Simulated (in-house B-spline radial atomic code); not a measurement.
Settings and results of a run for Os7+. Method: Dirac-Kohn-Sham PBEsol, spherical fractional occupations, Fermi nucleus of rms radius 5.4126 fm. Calculated with a radial B-spline atomic code at the basis-set limit.

Command:
```bash
python run_scf.py task.json out
```
Settings (nuclear radius in fm, mass in u):
```
Z                76
configuration    [Xe] 4f14 5d1
hamiltonian      dirac
method           pbesol
spin_polarised   False
nucleus          fermi
rms_radius       5.4126
atomic_mass      191.96148
speed_of_light   137.035999084
```

Output (hartree, bohr):
```
 radial grid: 66 intervals, B-splines of order 8, outer radius 18.8312 bohr

 iter        energy (Eh)    residual
    1      -17255.511737    6.97e-01
    2      -17256.550340    5.66e-01
    3      -17262.290976    9.27e-02
    4      -17262.375659    2.54e-02
    5      -17262.380150    1.23e-02
    6      -17262.383083    6.65e-03
    7      -17262.383654    1.78e-04
    8      -17262.383654    1.35e-05
    9      -17262.383654    1.41e-07

 total energy                    -17262.38365
 kinetic                           19584.6566
 electron-nucleus                 -42999.0643
 Hartree                            6484.5846
 exchange-correlation               -332.5606

 first-order corrections (not in the total)
   Gaunt                            21.1427
   retardation                      -2.2427
   frequency dependence             -0.3775
   self-energy                      15.5343
   Uehling                          -3.0058
   Wichmann-Kroll                    0.1242
   recoil                            0.0302

 orbital      occ     eigenvalue          <r>       <r^2>       <1/r>       r_max    small
 1s1/2      2.000     -2712.4167    0.0177429 0.000433846     90.3799     0.01103  8.25e-02
 2s1/2      2.000      -475.1328    0.0742835   0.0065887     22.0833     0.06362  1.88e-02
 2p1/2      2.000      -455.2098    0.0613138  0.00468596     22.0548     0.04711  1.89e-02
 2p3/2      4.000      -398.9725     0.069503  0.00588095     18.3115     0.05416  1.69e-02
 3s1/2      2.000      -113.3433     0.193441   0.0429272     8.10794      0.1791  6.22e-03
 3p1/2      2.000      -104.4016     0.183504   0.0392719     8.02562      0.1674  6.17e-03
 3p3/2      4.000       -92.1372     0.198624   0.0457893      7.0541      0.1818  5.61e-03
 3d3/2      4.000       -77.1067     0.173437   0.0353294     6.95092      0.1421  5.50e-03
 3d5/2      6.000       -74.4485     0.178072   0.0371118     6.72453       0.146  5.34e-03
 4s1/2      2.000       -26.7629       0.4318    0.210713     3.41819      0.4053  2.07e-03
 4p1/2      2.000       -23.0062     0.435669     0.21625     3.30923      0.4043  1.98e-03
 4p3/2      4.000       -20.1212     0.469296    0.250566     2.97067      0.4345  1.77e-03
 4d3/2      4.000       -13.9438     0.482217    0.269335     2.76163      0.4294  1.57e-03
 4d5/2      6.000       -13.4089     0.493504    0.281893     2.68182      0.4388  1.51e-03
 5s1/2      2.000        -6.8765     0.983733     1.08175     1.38179      0.9076  5.14e-04
 5p1/2      2.000        -5.6730      1.05571     1.25081       1.271      0.9609  4.46e-04
 5p3/2      4.000        -5.1714       1.1344     1.44237     1.16255       1.035  3.94e-04
 4f5/2      6.000        -5.5773     0.546624    0.365464     2.27024      0.4025  1.13e-03
 4f7/2      8.000        -5.4730     0.554162    0.375679     2.23883      0.4073  1.11e-03
 5d3/2      0.400        -3.4495       1.3651     2.10547    0.945765       1.211  2.72e-04
 5d5/2      0.600        -3.3819       1.3919     2.18766    0.925114       1.237  2.63e-04
```

Time taken, with all properties: 3 s on 1 thread of Arm Neoverse N1, on a shared host.

For the Dirac Hamiltonian the kinetic term is c α·p + (β - 1)c².
